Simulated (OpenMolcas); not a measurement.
# Levels of Ar³⁺ by method

```yaml
Program: OpenMolcas
Basis: ANO-RCC-VTZP [5s4p2d1f]
Scalar_Hamiltonian: DKH2, point nucleus
Active_space: 5 electrons in 4 orbitals (3s 3p)
State_averaging: 2S+1 = 4 odd, 1 root; 2S+1 = 2 odd, 8 roots; 2S+1 = 4 even, 3 roots; 2S+1 = 2 even, 9 roots
Spin-orbit_coupling: state interaction with AMFI integrals over the reference wave functions, term energies averaged over their components
```

Methods on the same reference wave functions:
A. CASSCF
B. SS-CASPT2, IPEA 0.25 Eh, imaginary shift 0.1 Eh (closed shells correlated: 2s 2p)
C. XMS-CASPT2, IPEA 0.25 Eh, imaginary shift 0.1 Eh (closed shells correlated: 2s 2p)

Energies in cm-1 above 3s2 3p3 4S* 3/2, the measured ground level; measured values from Saloman, J. Phys. Chem. Ref. Data 39, 033101 (2010).

```tsv
Level	A	B	C	Measured
3s2 3p3 4S* 3/2	0.0	0.0	0.0	0.0
3s2 3p3 2D* 3/2	25996	22110	22070	21091
3s2 3p3 2D* 5/2	26144	22220	22190	21220
3s2 3p3 2P* 1/2	36342	35740	35630	34855
3s2 3p3 2P* 3/2	36485	35850	35740	35032
3s 3p4 4P 5/2	126026	122060	117700	117563
3s 3p4 4P 3/2	126971	123010	118650	118516
3s 3p4 4P 1/2	127514	123550	119190	119043
3s 3p4 2D 3/2	176873	158960	156000	145921
3s 3p4 2D 5/2	176894	158980	156030	145999
3s 3p4 2S 1/2	202698	191790	187300	177832
3s 3p4 2P 3/2	224695	206310	201150	222956
3s 3p4 2P 1/2	225833	207470	202300	224019
```

Deviations, from unrounded energies. A percentage is the sum of absolute deviations over the sum of measured energies, with the sign that they share, or ± where signs differ.

```
                        Against measurement  Levels      A     B     C
             mean absolute deviation (cm-1)      12  11000  7500  6400
other terms of the ground configuration (%)       4  +11.4  +3.3  +3.1
                   other configurations (%)       8   +9.1  ±6.8  ±5.8
```

C lies closest to measurement on these levels and A furthest from it. The largest miss of C in the table is 3s 3p4 2P 3/2, by -22000 cm-1. The ranking rests on the paired levels alone, and a cruder setting can come out closer through cancelling errors.

Between B and C the level of the table that moves most is 3s 3p4 2P 3/2, by 5200 cm-1 (lowest in C, highest in B). Moves below CASPT2's spread within the term are not significant.

The mean deviations of B to C differ by less than CASPT2's widest spread within a term (2200 cm-1), so their order carries little weight.

From A to B the spin-free energies of the other terms of 3s2 3p3 shown, above 4S*, scale by factors of 0.85 to 0.98.

The lowest spin-free term lies below A's lowest term by 0.139 hartree in B, 0.139 hartree in C.

Term energies are means over components that CASPT2 splits; among the terms shown or strongly mixed into the levels shown the widest spread is 2200 cm-1 (3s 3p4 2D, C). Over all roots computed the reference weight is 0.89 to 0.97 in B, 0.88 to 0.97 in C; the roots of lowest weight are the least certain, and an intruder state may touch them. Terms of s pⁿ other than that of highest spin mix with s² pⁿ⁻² d, which this space lacks; all of them can be thousands of cm-1 off, and some have no real level of that name. Computed and measured levels are paired by configuration, term and J; levels that our copy of the source lacks, or whose pairing is in doubt (as where it misses far off the trend of its configuration), stay unpaired and out of the deviations. Only configurations of the active space appear.

* marks odd parity.
